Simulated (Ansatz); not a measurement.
A nudged elastic band was laid between two geometries of CH5ClSn (8 atoms, charge 0, multiplicity 1).

The calculation used Ansatz, RKS PBE/def2-SVP.

```json
{"movable images": "9", "climbing image": "yes", "spring": "5.0 eV/Å²", "optimiser": "quadratic models (default)", "start path": "through a guess of the saddle point", "force threshold": "0.03 eV/Å", "iteration limit": "60", "end points": "relaxed"}
```

Image 0:

```xyz
8
Properties=species:S:1:pos:R:3
Sn 0.273 -0.009 -0.011
Cl 0.639 -0.225 2.337
H 1.844 0.058 -0.730
H -0.585 1.480 -0.210
C -0.883 -1.734 -0.619
H -1.432 -2.119 0.261
H -1.605 -1.435 -1.404
H -0.211 -2.521 -1.009
```

Image 10:

```xyz
8
Properties=species:S:1:pos:R:3
Sn -0.025 0.299 -1.041
Cl 1.416 -0.046 1.556
H 2.600 -0.189 1.037
H -1.245 1.142 -0.011
C -1.029 -1.679 -0.758
H -1.263 -1.874 0.307
H -1.994 -1.646 -1.310
H -0.423 -2.513 -1.166
```

**Question.** Which bonds break or form, and what moves?

**Answer.** Bonds broken: Sn1–Cl2, Sn1–H3. Bonds formed: Cl2–H3.

**Question.** What energy profile does the band end with?

**Answer.** The run converged. The highest image is number 4 of 0 to 10, 1.67 eV above the first end and 0.32 eV above the last; the last end lies 1.36 eV above the first. A vibrational analysis at the climbing image gives one clearly imaginary mode, 754i cm⁻¹: a first-order saddle point. The orbitals stay closed-shell, which can raise the energy where a bond breaks towards radicals; this wasn't checked here.

```csv
image,path coordinate (Å),energy (eV),Sn1–Cl2 (Å),Sn1–H3 (Å),Cl2–H3 (Å)
0,0.00,0.00,2.39,1.73,3.31
1,0.45,0.05,2.39,1.72,3.12
2,0.89,0.43,2.42,1.71,2.67
3,1.34,1.22,2.54,1.71,2.18
4,1.78,1.67,2.72,1.83,1.71
5,2.08,1.52,2.86,2.06,1.43
6,2.38,1.43,3.03,2.37,1.34
7,2.68,1.40,3.05,2.71,1.31
8,2.98,1.37,3.02,3.04,1.30
9,3.28,1.36,2.99,3.33,1.30
10,3.58,1.36,2.99,3.38,1.30
```

**Question.** What is the geometry of the highest image?

**Answer.** 
```xyz
8
Properties=species:S:1:pos:R:3
Sn 0.258 0.086 -0.528
Cl 1.328 -0.271 1.947
H 1.860 0.093 0.365
H -0.914 1.351 -0.184
C -0.963 -1.720 -0.726
H -1.536 -1.852 0.213
H -1.672 -1.590 -1.568
H -0.323 -2.603 -0.906
```

**Question.** What are the harmonic wavenumbers there?

**Answer.** 754i, 75, 93, 248, 416, 454, 485, 599, 682, 772, 1139, 1371, 1377, 1461, 1751, 2986, 3098, 3118 cm⁻¹.

The band took 16 iterations and of the order of 9 core-minutes.

The run took 9.3 min on 1 thread of Intel(R) Xeon(R) Processor @ 2.50GHz (Skylake/Cascade Lake), with other jobs on the host, peak memory 0.13 GiB.
